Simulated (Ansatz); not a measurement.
isopropylamine (C₃H₉N), singlet, at a GFN2-xTB geometry; BLYP/6-31G in Ansatz (an electronic-structure program).

Input for Ansatz:
Ansatz 0.2 input:
```yaml
crystal:
  periodic: [false, false, false]
  atoms:
    - {symbol: C, position_ang: [-0.55074727, 1.20834839, 0.55776403]}
    - {symbol: C, position_ang: [-0.02067297, 0.10676757, -0.35647522]}
    - {symbol: C, position_ang: [1.41796554, -0.25271909, 0.00598998]}
    - {symbol: N, position_ang: [-0.85140918, -1.07813945, -0.18294750]}
    - {symbol: H, position_ang: [0.07707166, 2.09290734, 0.49069274]}
    - {symbol: H, position_ang: [-0.55944536, 0.85426908, 1.58495686]}
    - {symbol: H, position_ang: [-1.56606888, 1.48164062, 0.27804161]}
    - {symbol: H, position_ang: [-0.03583892, 0.48038112, -1.39989505]}
    - {symbol: H, position_ang: [1.80168043, -1.01771274, -0.66584247]}
    - {symbol: H, position_ang: [1.45077322, -0.63760163, 1.02154993]}
    - {symbol: H, position_ang: [2.05787853, 0.62286433, -0.06447093]}
    - {symbol: H, position_ang: [-0.53006274, -1.82902725, -0.78415752]}
    - {symbol: H, position_ang: [-1.81539543, -0.87512591, -0.42391542]}
basis:
  gaussian:
    orbitals: 6-31G
    point_charges:
      - {charge: 0.5, position_ang: [2.7075, 3.6199, 2.6931]}
hamiltonian:
  xc: blyp
```

What the program printed (banner, timings and long lists left out):

```
Functional definition: BLYP
801 factors; integrals over basis functions are off by at most 2.0e-4 eV
mean field evaluation 1: about -4730.3925 eV, gradient 7.5e1 eV
mean field evaluation 2: about -4709.0542 eV, gradient 1.2e2 eV
mean field evaluation 4: about -4743.6696 eV, gradient 7.3e0 eV
mean field evaluation 8: about -4743.7650 eV, gradient 7.0e-2 eV
mean field -4743.76502617 eV, -174.3301492722 hartree, gradient 1.9e-5 eV, S^2 0.000000; 0 other end points of the search recorded, 0 dependent functions left out
reference -4743.76528711 eV, -174.3301588618 hartree; 17, 17 occupied and 37, 37 virtual orbitals, 801 factors
Total energy: -4743.76528711 eV, -174.3301588618 hartree
```
